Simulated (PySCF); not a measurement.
C₃H₁₀Hf, SMILES [CH3][HfH]([CH3])[CH3], multiplicity 1. Atoms are numbered in the order given.

```xyz
14

Hf     0.0000     0.0000    -0.1846
C      1.8020     1.0404     0.5340
H      2.4712     0.3970     1.1339
H      1.5794     1.9416     1.1339
H      2.3754     1.3715    -0.3557
C      0.0000    -2.0808     0.5340
H      0.0000    -2.7429    -0.3557
H     -0.8918    -2.3386     1.1339
H      0.8918    -2.3386     1.1339
C     -1.8020     1.0404     0.5340
H     -2.3754     1.3715    -0.3557
H     -1.5794     1.9416     1.1339
H     -2.4712     0.3970     1.1339
H      0.0000     0.0000    -2.0549
```
Charge 0, spin multiplicity 1.

Geometry: PBE0-D3(BJ)/def2-SVP. The multiplicity is an assumed one; other spin states were not compared. The def2 effective core potentials stand for the cores of Hf; spin–orbit coupling is left out.

Method: PySCF with PBE/def2-TZVP.

ESP charges are fitted to the potential on shells at 1.4 to 2.0 van der Waals radii. Atomic charges (e):

```json
[
 {"atom": "Hf1", "ESP fit": "(withheld)", "Mulliken": "1.03"},
 {"atom": "C2", "ESP fit": "(withheld)", "Mulliken": "-0.71"},
 {"atom": "H3", "ESP fit": "(withheld)", "Mulliken": "0.14"},
 {"atom": "H4", "ESP fit": "(withheld)", "Mulliken": "0.14"},
 {"atom": "H5", "ESP fit": "(withheld)", "Mulliken": "0.14"},
 {"atom": "C6", "ESP fit": "(withheld)", "Mulliken": "-0.71"},
 {"atom": "H7", "ESP fit": "(withheld)", "Mulliken": "0.14"},
 {"atom": "H8", "ESP fit": "(withheld)", "Mulliken": "0.14"},
 {"atom": "H9", "ESP fit": "(withheld)", "Mulliken": "0.14"},
 {"atom": "C10", "ESP fit": "(withheld)", "Mulliken": "-0.71"},
 {"atom": "H11", "ESP fit": "(withheld)", "Mulliken": "0.14"},
 {"atom": "H12", "ESP fit": "(withheld)", "Mulliken": "0.14"},
 {"atom": "H13", "ESP fit": "(withheld)", "Mulliken": "0.14"},
 {"atom": "H14", "ESP fit": "(withheld)", "Mulliken": "-0.20"}
]
```

Task: Fill in the missing entries. (Estimate from the structure and the level; the computed values follow.)

Result: 
- Hf1, ESP fit: 1.40
- C2, ESP fit: -0.85
- H3, ESP fit: 0.18
- H4, ESP fit: 0.18
- H5, ESP fit: 0.16
- C6, ESP fit: -0.85
- H7, ESP fit: 0.16
- H8, ESP fit: 0.18
- H9, ESP fit: 0.18
- C10, ESP fit: -0.85
- H11, ESP fit: 0.16
- H12, ESP fit: 0.18
- H13, ESP fit: 0.18
- H14, ESP fit: -0.39
